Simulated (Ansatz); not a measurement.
**BSiH3OF2 (SMILES FB(F)O[SiH3]): methods side by side**

The species is BSiH3OF2 (8 atoms), meant as a singlet with charge 0. As SMILES, `FB(F)O[SiH3]`. Geometry: optimised at r2SCAN/def2-SVP.

| atom | x (Å) | y (Å) | z (Å) |
| --- | --- | --- | --- |
| F | 1.6274 | -1.9649 | 1.1075 |
| B | 0.5942 | -1.2572 | 0.6855 |
| F | -0.6243 | -1.7498 | 0.8974 |
| O | 0.7767 | -0.0801 | 0.0640 |
| Si | -0.3425 | 1.0122 | -0.5666 |
| H | -1.2340 | 1.4993 | 0.5224 |
| H | 0.4411 | 2.1365 | -1.1369 |
| H | -1.1465 | 0.3468 | -1.6290 |

Each level gives the dissociation energy of the O4–B2 bond into doublet SiH3O and doublet BF2 (shapes relaxed at r2SCAN/def2-SVP, no zero-point term) (eV). The values are calculated.

```
           level                    kind  program  value (eV)  less CCSD(T)/def2-SVP  CPU time (all runs)
     HF/def2-SVP            Hartree–Fock   Ansatz        5.65                  -1.14                1.5 s
    PBE/def2-SVP                     GGA   Ansatz        6.60                  -0.19                3.3 s
 r2SCAN/def2-SVP                meta-GGA   Ansatz        6.60                  -0.19                7.9 s
  B3LYP/def2-SVP           global hybrid   Ansatz        6.65                  -0.14                4.4 s
wB97M-V/def2-SVP  range-separated hybrid   Ansatz        7.06                  +0.27                 16 s
    MP2/def2-SVP     perturbation theory   Ansatz        7.11                  +0.32                1.8 s
CCSD(T)/def2-SVP   coupled cluster or CI   Ansatz        6.79                   0.00                8.4 s
```

CCSD(T)/def2-SVP is the highest level here, not the true value. The values span 5.65 to 7.11 eV. Hartree–Fock misses the correlation of the electron pair that is broken and comes out low. Measured bond enthalpies also hold zero-point and thermal terms, a few tenths of an eV less. Times are those of the runs behind each value, whatever else they computed, on shared processors of several kinds: orders of magnitude only.
